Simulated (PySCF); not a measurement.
Identify the unknown among the candidates.

All candidates are C7H4FN.

- NMR, other nuclei: isotropic shieldings of nuclei other than C and H, by class: -67 (1 N), 378 (1 F) ppm [GIAO PBE0/pcSseg-1]
- 1H NMR: chemical shifts (computed TMS as zero) by class: 6.85 (1 H), 4.38 (2 H), 1.59 (1 H) ppm [GIAO PBE0/pcSseg-1]
- UV, first state: lowest singlet excitation: 4.97 eV (249 nm, f = 0.136) [TDDFT PBE0/def2-SVPD]
- Triplet: lowest triplet excitation (Tamm–Dancoff): 2.96 eV [TDA PBE0/def2-SVPD]
- 13C NMR: chemical shifts (computed TMS as zero) by class: 158.9 (1 C), 121.5 (1 C), 117.7 (1 C), 88.1 (1 C), 56.0 (2 C), 26.6 (1 C) ppm [GIAO PBE0/pcSseg-1]
- Dipole: 6.17 D [PBE0/def2-SVPD]
- Rotational structure: rotational constants A, B, C: 3.267, 1.583, 1.151 GHz [GFN2-xTB]
- Polarisability: 76.5 au [PBE0/def2-SVPD]

Gas-phase values; electronic properties from PySCF, density fitting. Levels stand in brackets. Geometry: GFN2-xTB; no solvent, vibrations or thermal averaging. NMR values are class means; diastereotopic atoms form classes of their own.

Problem. Which candidate is it?
A. `N#Cc1ccccc1F`
B. `C=C/C(F)=C\C#CC#N`
C. `N#CC1=C[C@H]2[C@@H]3[C@H]2[C@]13F`

Solution. C. It is `N#CC1=C[C@H]2[C@@H]3[C@H]2[C@]13F`. Numbering: `[N:1]#[C:2][C:3]1=[CH:4][C@H:5]2[C@@H:6]3[C@H:7]2[C@:8]13[F:9]`. Its formula, C7H4FN, gives 6 degrees of unsaturation: 3 rings and 3 π bonds in the structure found. 7 carbons fall into 6 classes; from least to most shielded: alkene CH carbon [C4] (158.9 ppm), fully substituted alkene carbon [C3] (121.5 ppm), nitrile carbon [C2] (117.7 ppm), sp3 C–F carbon [C8] (88.1 ppm), sp3 carbon at a ring junction [C6/C7] (56.0 ppm, 2 C), sp3 carbon at a ring junction [C5] (26.6 ppm). Hydrogen classes from least to most shielded: 1 H on an alkene CH carbon, C4 (6.85 ppm), 2 H on 2 like atoms (sp3 carbon at a ring junction), C6/C7 (4.38 ppm), 1 H on an sp3 carbon at a ring junction, C5 (1.59 ppm). The other shieldings belong to: -67 ppm, nitrile nitrogen [N1]; 378 ppm, alkyl fluorine [F9]. S1 is mainly HOMO→LUMO (weight 0.95); the largest Löwdin shares of the orbital it empties are 0.24 on the alkene CH carbon, 0.23 on the fully substituted alkene carbon, 0.14 on the nitrile nitrogen and 0.09 on the nitrile carbon, of the orbital it fills 0.30 on the alkene CH carbon, 0.20 on the fully substituted alkene carbon, 0.13 on the nitrile nitrogen and 0.10 on the nitrile carbon. The optimised geometry has point group Cs and is an asymmetric top.

The others, at the same levels:
- `N#Cc1ccccc1F` fails: it has 7 carbon classes against 6; its computed 13C shifts are 175.0 (1 C), 142.0 (1 C), 139.8 (1 C), 129.6 (1 C), 122.8 (1 C), 119.5 (1 C), 106.7 (1 C) ppm, 1H shifts are 7.95 (1 H), 7.84 (1 H), 7.50 (1 H), 7.49 (1 H) ppm and rotational constant A is 2.923 GHz (against 3.267 GHz).
- `C=C/C(F)=C\C#CC#N` fails: it has 7 carbon classes against 6; its computed 13C shifts are 187.0 (1 C), 133.5 (1 C), 133.2 (1 C), 111.5 (1 C), 94.0 (1 C), 83.7 (1 C), 79.6 (1 C) ppm, 1H shifts are 7.07 (1 H), 6.44 (1 H), 6.16 (1 H), 5.56 (1 H) ppm and rotational constant A is 4.314 GHz (against 3.267 GHz).

Each candidate is one conformer, not necessarily the lowest. Dipoles, sizes and rotational constants follow the conformer. The torsions of the flexible species, by atom-mapped SMILES:
- `[CH2:1]=[CH:2]/[C:3]([F:4])=[CH:5]\[C:6]#[C:7][C:8]#[N:9]`: C1–C2–C3–F4 0°

The conformers of `N#CC1=C[C@H]2[C@@H]3[C@H]2[C@]13F` aren't listed.
